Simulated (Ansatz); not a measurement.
The lowest singlet and triplet of H2Si2 (SMILES [Si]=[SiH2]); geometries from B3LYP-D3(BJ)/def2-TZVP, each state relaxed from the structure named, with no frequency check.
Singlet (charge 0, multiplicity 1):
```xyz
4

Si     1.2270    -0.0580     0.0111
Si    -0.9703     0.0458    -0.0087
H     -1.8550    -1.1448    -0.0110
H     -1.7388     1.3146    -0.0214
```
Triplet (charge 0, multiplicity 3):
| atom | x (Å) | y (Å) | z (Å) |
|---|---|---|---|
| Si | 1.2764 | -0.0608 | 0.0115 |
| Si | -1.0047 | 0.0478 | -0.0091 |
| H | -1.9586 | -1.0982 | -0.0180 |
| H | -1.8455 | 1.2792 | -0.0163 |

A positive gap puts the triplet lower; no zero-point energy. R- takes a restricted singlet. The triplet is unrestricted in single-reference levels. Active spaces average the two states.

Frozen-core correlation.

The values were computed with Ansatz (an electronic-structure program). 

R-PBE/def2-TZVPP gives -5.47 kcal/mol for the gap E(singlet) − E(triplet), adiabatic.

### Question
Where do these levels fall relative to PBE: R-r2SCAN/def2-TZVPP, R-PBE0/def2-TZVPP, R-wB97M-V/def2-TZVPP, R-B2PLYP/def2-TZVPP, R-MP2/cc-pV(Q+d)Z, R-CCSD(T)/cc-pV(Q+d)Z, SC-NEVPT2 on SA-CASSCF(4,4)/cc-pV(Q+d)Z, FIC-MRCISD+Q on SA-CASSCF(4,4)/cc-pV(Q+d)Z.

### Answer
R-r2SCAN/def2-TZVPP 3.27; R-PBE0/def2-TZVPP 2.07; R-wB97M-V/def2-TZVPP -2.73; R-B2PLYP/def2-TZVPP -1.96; R-MP2/cc-pV(Q+d)Z -3.00; R-CCSD(T)/cc-pV(Q+d)Z -4.19; SC-NEVPT2 on SA-CASSCF(4,4)/cc-pV(Q+d)Z -4.82; FIC-MRCISD+Q on SA-CASSCF(4,4)/cc-pV(Q+d)Z -5.65 kcal/mol. 2 of 8 lie above PBE; the widest gap is to FIC-MRCISD+Q on SA-CASSCF(4,4)/cc-pV(Q+d)Z.

Doubts at one or more of the structures used: a restricted determinant that unrestricted orbitals would lower (R-PBE/def2-TZVPP, R-r2SCAN/def2-TZVPP, R-PBE0/def2-TZVPP, R-B2PLYP/def2-TZVPP, R-MP2/cc-pV(Q+d)Z, R-CCSD(T)/cc-pV(Q+d)Z).
